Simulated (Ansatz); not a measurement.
**How methods differ on SiHCl3 (trichlorosilane)**

SiHCl3: 5 atoms, total charge 0, spin state singlet. As SMILES, `Cl[SiH](Cl)Cl`. Geometry: relaxed at PBE0-D4/def2-TZVP.

```xyz
5

Cl    1.6909   -0.5714    0.8919
Si   -0.0813   -0.0127    0.0754
Cl    0.0177    1.9337   -0.4913
Cl   -0.4760   -1.1705   -1.5442
H    -1.1513   -0.1791    1.0681
```

Quantity: the energy change with the Si2–Cl4 bond stretched from 2.030 to 5.074 Å, in eV. The values are calculated.

```csv
level,kind,program,value (eV),less FCI/STO-3G,CPU time (all runs)
HF/STO-3G (restricted),Hartree–Fock,Ansatz,8.11,+4.12,0.78 s
PBE/STO-3G (restricted),GGA,Ansatz,5.00,+1.01,9.6 s
r2SCAN/STO-3G (restricted),meta-GGA,Ansatz,5.32,+1.33,48 s
BHLYP/STO-3G (restricted),global hybrid,Ansatz,6.66,+2.67,5.8 s
CAM-B3LYP/STO-3G (restricted),range-separated hybrid,Ansatz,6.54,+2.55,6.4 s
B2PLYP/STO-3G (restricted),double hybrid,Ansatz,4.81,+0.82,8.4 s
MP2/STO-3G (restricted),perturbation theory,Ansatz,4.87,+0.88,1.5 s
CCSD(T)/STO-3G (restricted),coupled cluster or CI,Ansatz,3.61,-0.38,1.3 s
CCSDT/STO-3G (restricted),coupled cluster or CI,Ansatz,4.02,+0.03,2.6 s
FCI/STO-3G,exact in the basis,Ansatz,3.99,0.00,67 s
```

FCI/STO-3G is exact within its basis and frozen core, so for wave-function methods in that basis the difference is their error; functionals converge differently with the basis, so for them it is only a difference. A spin-restricted reference rises too steeply as a bond breaks; here HF/STO-3G, PBE/STO-3G, r2SCAN/STO-3G, BHLYP/STO-3G, CAM-B3LYP/STO-3G, B2PLYP/STO-3G, MP2/STO-3G lie well above the multireference or unrestricted value. The first shape isn't each level's own minimum. The values span 3.61 to 8.11 eV. All rows use very small basis sets, so none should be taken for the real molecule's value. CPU times are rough (shared hosts, several kinds of processor and program).
